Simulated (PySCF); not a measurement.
A structure optimised at B3LYP-D3(BJ)/def2-SVP, used in a PySCF frequency run:

```
Si
O 1 1.6528
H 2 0.9663 1 115.60
O 1 1.6582 2 105.83 3 -40.11
H 4 0.9647 1 117.55 2 -176.48
S 1 2.1390 2 106.19 3 -164.19
H 6 1.3545 1 93.53 2 35.62
S 1 2.1479 2 115.86 3 77.30
H 8 1.3530 1 94.23 2 71.63
```

Problem. Write its SMILES and formula.

Solution. O[Si](O)(S)S, H4O2S2Si

Problem. What are its rotational constants (standard atomic weights)?

Solution. 2.6995, 1.9291, 1.5570 GHz
